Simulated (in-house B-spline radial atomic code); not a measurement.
Configurations of neutral nitrogen, with energies counted from [He] 2s2 2p3. Method: scalar-relativistic (X2C) BHandHLYP, spin-polarised, spherical fractional occupations, exact exchange averaged over the configuration, Fermi nucleus of rms radius 2.5582 fm. Calculated with an all-electron radial atomic-structure program (B-spline basis). Shells without spins written out take the highest spin.

Occupations are held fixed; configurations that lie above the ionisation limit could autoionise.

| configuration | E - E(ref) (eV) | highest orbital | its <r> (bohr) |
| --- | --- | --- | --- |
| [He] 2s2 2p2 3d1 | 13.018 | 3d up | 10.06 |
| [He] 2s1 2p3 3s1 | 16.81 | 3s up | 5.152 |
| [He] 2s1 2p3 3d1 | 19.34 | 3d up | 10.13 |

Problem. Order these further configurations by energy, lowest first.
A. [He] 2s1 2p3 3p1
B. [He] 2s1 2p4
C. [He] 2s2 2p2 3s1

Solution. C (10.474 eV), B (11.086 eV), A (18.142 eV).
